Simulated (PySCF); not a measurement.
# Zn(2+) (zinc, charge +2): UHF calculation

Configuration: [Ar] 3d10, closed-shell 1S. All numbers are calculated (PySCF 2.14, scalar relativity through the core potential, in aug-cc-pVDZ-PP with ECP10MDF (5s5p4d2f, 54 functions)).

```json
{"Total energy": "-225.045793 hartree", "One-electron energy": "-393.4392 hartree", "Hartree (Coulomb) energy": "187.9476 hartree", "Exchange energy": "-19.5542 hartree", "⟨S²⟩": "0.0000", "⟨L²⟩": "0.000", "Sum of ⟨r⟩": "14.34 bohr", "Sum of ⟨r²⟩": "14.32 bohr²", "Time after the integrals": "0.26 s of wall time on 1 thread of Neoverse-N1 (shared host)"}
```

```
shell  electrons  mean orbital energy (eV)  rms radius, mean of both spins (bohr)
   3s          2                   -180.12                                  0.734
   3p          6                   -127.82                                  0.776
   3d         10                   -41.440                                  0.981
```

Energies and moments cover only the electrons outside the core potential.
